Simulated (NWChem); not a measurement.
MgH$_{2}$SeO; SMILES [OH][Mg][SeH]

```xyz
5

Mg     0.0120    -1.1703    -0.0010
O     -0.0038    -2.9284    -0.0023
H     -0.0042    -3.8792    -0.0056
Se     0.0478     1.2554     0.0016
H     -1.4254     1.2776     0.0022
```
Atoms are numbered in this order, from 1.

Level: PBE0/def2-SVP (NWChem), optimised geometry, unscaled harmonic frequencies. This build's default masses of Se (78.918 u) and Br (79.917 u) are each other's, which moves their modes by up to 0.6 %.

| frequency (cm⁻¹) | IR intensity (km/mol) |
|---|---|
| 96 | 168.6 |
| 113 | 113.7 |
| 141 | 0.1 |
| 151 | 54.7 |
| 291 | 4.3 |
| 501 | 1.6 |
| 835 | 117.6 |
| 2441 | 13.9 |
| 4104 | 148.8 |

```
Property                                                                            Value
-----------------------------------------------------------------------  ----------------
zero-point energy                                                           12.4 kcal/mol
thermal correction to the enthalpy at 298.15 K (with zero-point energy)     16.9 kcal/mol
heat capacity Cv                                                         17.2 cal/(mol K)
entropy at 298.15 K and 1 atm (symmetry number 1)                        78.5 cal/(mol K)
dipole moment                                                                      1.58 D
```

Rigid rotor and harmonic oscillator; modes under 100 cm⁻¹ make the entropy uncertain.
